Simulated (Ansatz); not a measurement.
Cs3I4. Total charge 0; doublet. Geometry PBE0-D4/def2-SVP.

Cartesian coordinates in Å:
```
Cs 0.3586 -0.7542 -2.9804
Cs -0.2611 3.5449 0.6330
Cs -0.9764 -1.7224 1.3428
I -2.2674 1.0240 -0.9979
I 0.9510 1.0825 3.1783
I 2.2672 0.7500 0.2083
I -0.0718 -3.9248 -1.3841
```

In the def2 sets Cs, I take a core potential; there is no spin–orbit coupling. At PBE-D4/def2-SVP the gap within one spin of the charge 0 doublet nearly closes, so an electron or hole may be smeared out by delocalisation error. In the doublet, I5 and I6 lie 3.27 Å apart (atoms count from 1), so these atoms are partly bonded to each other. The structure comes from a short search, and lower isomers may exist.

Task: Estimate the α-spin orbital energies around the gap (eV) in Ansatz with PBE-D4/def2-SVP, revPBE-D4/def2-TZVP, r2SCAN-D4/def2-TZVP, PBE0-D4/def2-SVP, PBE0-D4/def2-TZVP.

Result: 
```tsv
orbital	PBE-D4/def2-SVP	revPBE-D4/def2-TZVP	r2SCAN-D4/def2-TZVP	PBE0-D4/def2-SVP	PBE0-D4/def2-TZVP
HOMO−13	-12.92	-12.88	-13.35	-14.36	-14.34
HOMO−12	-12.81	-12.77	-13.23	-14.26	-14.24
HOMO−11	-7.67	-7.66	-8.11	-9.04	-9.04
HOMO−10	-6.48	-6.48	-6.86	-7.70	-7.72
HOMO−9	-6.42	-6.43	-6.81	-7.64	-7.68
HOMO−8	-5.87	-5.89	-6.26	-7.05	-7.07
HOMO−7	-5.82	-5.84	-6.20	-7.00	-7.03
HOMO−6	-5.45	-5.45	-5.77	-6.52	-6.58
HOMO−5	-5.37	-5.38	-5.70	-6.44	-6.51
HOMO−4	-5.25	-5.27	-5.59	-6.33	-6.39
HOMO−3	-5.16	-5.16	-5.57	-6.31	-6.32
HOMO−2	-4.72	-4.72	-4.99	-5.71	-5.81
HOMO−1	-4.69	-4.70	-4.97	-5.69	-5.79
HOMO	-4.51	-4.52	-4.81	-5.50	-5.61
LUMO	-1.58	-1.55	-0.95	-1.12	-1.08
LUMO+1	-1.07	-1.07	-0.44	-0.63	-0.60
LUMO+2	-0.76	-0.77	-0.20	-0.33	-0.32
LUMO+3	-0.40	-0.47	0.02	-0.04	-0.05
LUMO+4	-0.32	-0.41	0.11	0.05	0.00
LUMO+5	-0.21	-0.36	0.12	0.21	0.08
β HOMO	-4.50	-4.52	-4.81	-5.50	-5.61
β LUMO	-4.50	-4.43	-4.42	-3.88	-3.85
```
